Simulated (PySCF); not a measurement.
C5H11N3Si.
Geometry (PBE0-D3(BJ)/def2-SVP, Å), atoms numbered from 1 in this order:
```xyz
20
C5H11N3Si angstrom
C     -1.2738    1.1910   -1.2743
Si    -0.6038   -0.1097   -0.1023
C     -1.5175   -0.0677    1.5382
C     -0.7050   -1.8284   -0.8594
C      1.2116    0.2822    0.1946
C      1.9277    1.4703    0.1830
N      3.2254    1.2217    0.4858
N      3.3735   -0.0438    0.6859
N      2.1839   -0.6115    0.5182
H     -0.7348    1.1740   -2.2339
H     -1.1720    2.2002   -0.8450
H     -2.3429    1.0207   -1.4775
H     -2.5910   -0.2709    1.3958
H     -1.1191   -0.8216    2.2351
H     -1.4169    0.9187    2.0167
H     -0.1354   -1.8836   -1.8002
H     -1.7514   -2.0912   -1.0824
H     -0.3163   -2.6013   -0.1765
H      1.5767    2.4782   -0.0298
H      2.1020   -1.6161    0.6218
```

Definitions: NICS(0) = −σiso at the ring centroid; NICS(1) = −σiso and NICS(1)zz = −σzz at ±1 Å along the ring normal z. Level: GIAO KT2/pcSseg-1 (PySCF, non-relativistic, gas phase) on the PBE0-D3(BJ)/def2-SVP geometry, one conformer.

Ring bond lengths (Å): C5–C6 1.387, C6–N7 1.356, N7–N8 1.290, N8–N9 1.329, N9–C5 1.360.

Problem. Give the NICS values of each ring in ppm.

Solution. 
```tsv
ring	type	NICS(0)	NICS(1), two faces	NICS(1)zz, two faces	rms pucker (Å)	centre to ring atoms, mean (Å)
C5–C6–N7–N8–N9	5-membered ring with 3 N; formal bonds all aromatic	-14.6	-13.9 / -13.8	-36.1 / -35.9	0.00	1.14
```

Problem. What do they say, and how far can they be read as aromaticity?

Solution. 
- C5–C6–N7–N8–N9: mean NICS(1)zz -36.0 ppm, shielded. For a flat ring without four-coordinate atoms the NICS criterion counts such a value as aromatic.

Problem. What does the geometric index give? Use HOMA with the parameters of Krygowski (1993).

Solution. 
- C5–C6–N7–N8–N9: HOMA 0.96; the largest term is that of N9–C5, α(R − Ropt)² = 0.06. The geometric and the magnetic index point the same way.

Problem. At the second NICS(1) probe listed for ring C5–C6–N7–N8–N9, 1 Å off the ring, how large is the induced field along the normal in 9.4 T applied along it?

Solution. NICSzz × B0 = -35.9 ppm × 9.4 T = -337 μT, against the applied field.

Problem. Give the inner angles of the rings.

Solution. 
- C5–C6–N7–N8–N9: C5 101.3°, C6 109.6°, N7 108.9°, N8 107.3°, N9 112.9°; sum 540.0° against 540° for a flat convex ring.

Problem. What are the shieldings of the ring atoms and their hydrogens in the same run (means over atoms taken as equivalent)?

Solution. 
| atoms | environment | σ isotropic (ppm) |
| --- | --- | --- |
| C5 | substituted aromatic carbon | 59.3 |
| C6 | aromatic CH next to a ring nitrogen | 52.3 |
| N7 | pyridine-type nitrogen | -93.5 |
| N8 | pyridine-type nitrogen | -111.5 |
| N9 | pyrrole-type nitrogen | 22.7 |
| H19 | aromatic hydrogen | 23.67 |
| H20 | N–H hydrogen | 20.90 |

Problem. How do the values depend on the level or the medium?

Solution. 
| level | NICS(0), C5–C6–N7–N8–N9 | mean NICS(1)zz, C5–C6–N7–N8–N9 |
| --- | --- | --- |
| KT2/pcSseg-1, gas | -14.6 | -36.0 |
| PBE0/pcSseg-1, gas | -13.9 | -35.8 |
| PBE0/pcSseg-1, IEF-PCM chloroform | -13.8 | -35.8 |
| PBE0/pcSseg-1, IEF-PCM tetrahydrofuran | -13.8 | -35.9 |

The geometry is the same throughout; the continuum's cavity takes Bondi-type radii × 1.2.
